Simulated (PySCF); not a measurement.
## Static response to an electric field

Species: C₅H₈GeN₂O.
Geometry (PBE0-D3(BJ)/def2-SVP, Å), atoms numbered from 1 in this order:
```xyz
17
C5H8GeN2O angstrom
C     -0.1529    2.4133   -0.3384
C     -0.6801    1.0613    0.0085
N     -1.9462    0.9112    0.3573
C     -2.3870   -0.3140    0.6646
C     -1.5461   -1.4151    0.6228
N     -0.2637   -1.2857    0.2725
C      0.1716   -0.0773   -0.0313
O      1.4423    0.0682   -0.3829
Ge     2.4634   -1.4552   -0.4095
H      0.2638    2.4225   -1.3577
H      0.6691    2.6981    0.3373
H     -0.9617    3.1503   -0.2633
H     -3.4387   -0.4155    0.9492
H     -1.9017   -2.4198    0.8722
H      3.8088   -0.8604   -0.8500
H      2.5393   -2.0455    1.0019
H      1.9045   -2.4261   -1.4543
```

Level: CAM-B3LYP/def2-SVPD (PySCF), static field, nuclei fixed, core orbitals frozen in the response. The polarisability tensor in these axes (au):

```
x   128.80  -1.07 -14.46
y    -1.07 114.03  -6.30
z   -14.46  -6.30  76.79
```

Question: Diagonalise the tensor; give its mean and Δα, where Δα² is half the sum of the squared differences of the eigenvalues.

Answer: Principal values 72.07, 114.98 and 132.57 au; mean 106.54 au = 15.79 Å³ = 17.57 × 10⁻⁴⁰ C²·m²/J; Δα = 53.90 au (51 % of the mean).

Question: What is the dipole moment, and where does it point?

Answer: (1.01, -1.32, -0.05) D, 1.66 D in size, pointing from the negative to the positive side. Measured along this direction, the outermost atoms are H12 at the negative end and H16, H17 and H15 at the positive end.

Question: What would n − 1 = 2πNα be for an ideal gas of these molecules at 400 K and 1 atm, electronic part alone?

Answer: N = p/kT = 1.8347 × 10¹⁹ cm⁻³, so n − 1 = 2π × N × 15.79 × 10⁻²⁴ cm³ = 1820 × 10⁻⁶ at long wavelengths, for an ideal gas.

Question: Give the eigenvalues of the traceless quadrupole moment Θ = ½Σq(3rr − r²1), origin at the centre of nuclear charge.

Answer: -3.35, -1.81, 5.17 D·Å. The values depend on the origin, since the dipole doesn't vanish. The electronic extent ⟨r²⟩ about the same centre is 1885 bohr², a root-mean-square distance of 2.40 Å for the 92 electrons.

Question: Form Σ f/ω² (atomic units) for the 6 lowest TDDFT singlets, given as eV and f, and set it beside the mean polarisability, which is this sum over all singlets: 4.57, 0.0042; 4.91, 0.1450; 5.55, 0.0001; 6.06, 0.2154; 6.09, 0.0000; 6.30, 0.0021.

Answer: They add up to 8.98 au, 8.4 % of the 106.54 au; the largest single term is 4.45 au, from the state at 4.91 eV. Terms in order: 0.15, 4.45, 0.00, 4.34, 0.00, 0.04 au. Higher excitations give the rest. The strengths listed sum to 0.367.

Question: Find the Langevin capture rate constant for NO+ (29.998 u) meeting this molecule (185.985 u), k = 2.342 × 10⁻⁹ cm³/s × √(α in Å³ / reduced mass in u).

Answer: The reduced mass is 25.83 u, so k = 1.83 × 10⁻⁹ cm³/s. The formula leaves out the permanent dipole, which adds to the capture rate.

Isolated species at its PBE0-D3(BJ)/def2-SVP geometry (one conformer only). The calculation is non-relativistic, for germanium too.

These values come from a run that also computed excited states. Time: 1.8 min wall (grids of density and orbitals included); peak memory 1.5 GiB. Hardware: one thread, Arm Neoverse V1 (aarch64), shared host with 64 logical CPUs at a one-minute load of 27.
